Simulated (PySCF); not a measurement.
**From computed data to an observable: refractive index and permittivity of the vapour**

Si(F)2(Me)(NH2) (CH5F2NSi), SMILES N[Si](F)(F)C.

Coordinates come from a PBE0-D3(BJ)/def2-SVP optimisation. The structure was generated by enumeration, and PubChem lists no compound with its InChIKey, so it may never have been made. The values are those of a single conformer.

PySCF with PBE/def2-TZVP gives a mean static polarisability of 43.3 bohr³ and a dipole moment of 2.69 D. Take an ideal gas at 298.15 K and 0.1 bar, whether or not the substance is that volatile.

Task: Work out n − 1 in the optical limit and the static ε − 1.

Result: 
Polarisability volume α' = 43.3 × 0.148185 = 6.42 Å³. Number density N = p/kT = 2.43e-6 Å⁻³.
Dilute limit of Lorentz–Lorenz: n − 1 = 2π N α' = 9.8e-5.
Orientation term of Debye: μ²/(3kT) = 8.098 Å³ × μ²(D²) = 58.60 Å³.
ε − 1 = 4π N (α' + μ²/3kT) = 0.0020. Orientation of the dipole supplies 90 % of the static response; it can't follow optical fields. Vibrational polarisation and dispersion are left out.
